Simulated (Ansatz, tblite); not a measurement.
Cost and result up the ladder for n-GeGeGeGeSiGeH14 (SiGe₅H₁₄) (20 atoms). Total charge 0; singlet. Geometry: r2SCAN-D4/def2-SVP.

Cartesian coordinates in Å:
```
Ge 0.965 0.448 2.577
Ge -0.892 1.557 1.488
Ge -0.221 2.318 -0.714
Ge -0.410 0.539 -2.349
Si 0.796 -1.417 -1.708
Ge -0.405 -2.694 -0.096
H 1.765 -0.386 1.562
H 1.907 1.509 3.171
H 0.490 -0.480 3.706
H -1.340 2.753 2.349
H -2.095 0.607 1.351
H 1.244 2.790 -0.655
H -1.081 3.516 -1.159
H -1.900 0.182 -2.510
H 0.096 1.042 -3.715
H 1.006 -2.285 -2.911
H 2.140 -1.033 -1.176
H -0.768 -1.858 1.142
H 0.417 -3.908 0.369
H -1.715 -3.203 -0.721
```

Ansatz on 4 threads of Intel Xeon Platinum 8488C on a shared host; xTB runs through tblite on one thread. Times are rough, summed over both states, and most runs start from the orbitals of an earlier one. PBE0-D4/def2-TZVP serves as the yardstick here, not as an exact answer. The other state is a doublet.

The xTB rows come from tblite. HOMO above LUMO, or a gap near zero within one spin, warns that the state may not be the lowest or that an electron is smeared out.

Raw xTB energies of ions are shifted by several eV.

| level | functions | wall time | vertical IE (eV) | difference from PBE0-D4/def2-TZVP (eV) | remarks |
| --- | --- | --- | --- | --- | --- |
| GFN2-xTB | 68 | 0.051 s | 12.13 | 3.02 | – |
| GFN1-xTB | 82 | 0.065 s | 13.21 | 4.10 | – |
| PBE-D4/def2-TZVP | 361 | 18 s | 8.81 | -0.30 | gap within one spin near zero (+1 doublet) |
| PBE0-D4/def2-TZVP | 361 | 59 s | 9.11 | 0.00 | – |
| r2SCANh-D4/def2-TZVP (with forces) | 361 | 74 s | 9.05 | -0.06 | – |
